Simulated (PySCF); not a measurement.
**Two-component Hartree-Fock for Hg³⁺ (mercury, charge +3)**

Start: [Xe] 4f14 5d9; 5d3/2 filled at m_j = -1/2, +1/2, +3/2; 5d5/2 filled at m_j = -5/2, -3/2, -1/2, +1/2, +3/2, +5/2. Calculated with PySCF 2.14 in x2c-TZVPall-2c (11s11p10d2f, 108 functions): generalised Hartree-Fock with the X2C-1e Hamiltonian and a Gaussian nucleus; one run each with spin-orbit coupling (SO) screened by Boettger's factors, then bare. This is a chosen level, not necessarily the ground level.

| spinor shell | electrons | ε, screened SO (eV) | ε, bare SO (eV) | weight of nominal j (bare SO) | rms radius, bare SO (bohr) |
| --- | --- | --- | --- | --- | --- |
| 1s1/2 | 2 | -83572.8 | -83570.8 | 1.000 | 0.0187 |
| 2s1/2 | 2 | -14990.5 | -14989.8 | 1.000 | 0.0755 |
| 2p1/2 | 2 | -14359.8 | -14404.1 | 1.000 | 0.0638 |
| 2p3/2 | 4 | -12406.8 | -12393.3 | 1.000 | 0.0721 |
| 3s1/2 | 2 | -3652.9 | -3652.7 | 1.000 | 0.193 |
| 3p1/2 | 2 | -3369.9 | -3379.6 | 1.000 | 0.184 |
| 3p3/2 | 4 | -2931.0 | -2927.9 | 1.000 | 0.201 |
| 3d3/2 | 4 | -2467.9 | -2476.2 | 1.000 | 0.176 |
| 3d5/2 | 6 | -2374.4 | -2369.2 | 1.000 | 0.181 |
| 4s1/2 | 2 | -867.52 | -867.48 | 1.000 | 0.424 |
| 4p1/2 | 2 | -745.05 | -747.47 | 1.000 | 0.428 |
| 4p3/2 | 4 | -637.76 | -637.02 | 1.000 | 0.463 |
| 4d3/2 | 4 | -437.21 | -439.06 | 1.000 | 0.474 |
| 4d5/2 | 6 | -416.88 | -415.75 | 1.000 | 0.487 |
| 5s1/2 | 2 | -172.73 | -172.74 | 1.000 | 0.968 |
| 4f5/2 | 6 | -156.14 | -157.42 | 1.000 | 0.524 |
| 4f7/2 | 8 | -152.12 | -151.17 | 1.000 | 0.528 |
| 5p1/2 | 2 | -129.30 | -129.76 | 0.999 | 1.04 |
| 5p3/2 | 4 | -111.45 | -111.33 | 0.999 | 1.14 |
| 5d3/2 | 3 | -50.928 | -51.153 | 0.984 | 1.44 |
| 5d5/2 | 6 | -48.710 | -48.597 | 0.992 | 1.50 |

| quantity | screened SO | bare SO |
| --- | --- | --- |
| E (hartree) | -19637.44691 | -19639.39297 |
| M_J | 3/2 | 3/2 |
| ⟨J²⟩ | 3.753 | 3.753 |
| ⟨L²⟩ | 6.187 | 6.201 |
| ⟨S²⟩ | 0.931 | 0.945 |

Each row is a mean over spinors that exchange with the open shell spreads, by up to 4.054 eV (5p1/2).

Breit and QED terms are absent; they matter most for the inner s and p1/2 levels.

Densities and radii are taken from the X2C orbitals without a picture-change correction, which distorts them close to the nucleus.
